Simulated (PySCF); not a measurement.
Electron correlation in C (carbon, neutral)

[He] 2s1 2p3, high-spin 5S determinant (an excited configuration). All numbers are calculated (PySCF 2.14, the non-relativistic Hamiltonian (point nucleus), in def2-QZVPPD (8s4p4d2f1g, 63 functions)). Frozen: nothing; 6 electrons correlated.

```
  level  correlation energy (mhartree)
   CCSD                         -57.55
    (T)                          -0.47
CCSD(T)                         -58.02
```

Diagnostics: T1 = 0.0032, D1 = 0.0062, largest double amplitude 0.023.

Is a single reference adequate?

Yes: T1 lies below 0.03 and no double amplitude reaches 0.07.

This basis was not built for core-valence correlation, so the inner-shell part is incomplete.
